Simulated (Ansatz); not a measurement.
Mulliken charges of `[S]=[W](=[S])([Cl])[Cl]` from PBE/def2-TZVPP in Ansatz (PBE0-D4/def2-TZVP geometry).

```json
{"atom": "S1", "x (Å)": "-0.563", "y (Å)": "-0.432", "z (Å)": "1.979", "charge (e)": "-0.119"}
{"atom": "W2", "x (Å)": "0.010", "y (Å)": "-0.015", "z (Å)": "-0.008", "charge (e)": "0.525"}
{"atom": "S3", "x (Å)": "1.857", "y (Å)": "-0.968", "z (Å)": "-0.373", "charge (e)": "-0.119"}
{"atom": "Cl4", "x (Å)": "-1.531", "y (Å)": "-0.858", "z (Å)": "-1.401", "charge (e)": "-0.143"}
{"atom": "Cl5", "x (Å)": "0.277", "y (Å)": "2.199", "z (Å)": "-0.238", "charge (e)": "-0.143"}
```

By hand: the dipole of these point charges (1 e Å = 4.8032 D).

Σ q r = (0.031, -0.033, 0.039) e Å, of length 0.060 e Å = 0.29 D.

How does the dipole of the full density compare? (Best estimate.)

The calculation gave: (-0.089, 0.095, -0.113) e Å, 0.83 D; the point charges give 0.35 times that, at 180° from its direction, so they point the opposite way.

Point charges leave out the atoms' own dipoles, such as those of lone pairs, and Mulliken's split depends on the basis, so the two needn't agree.
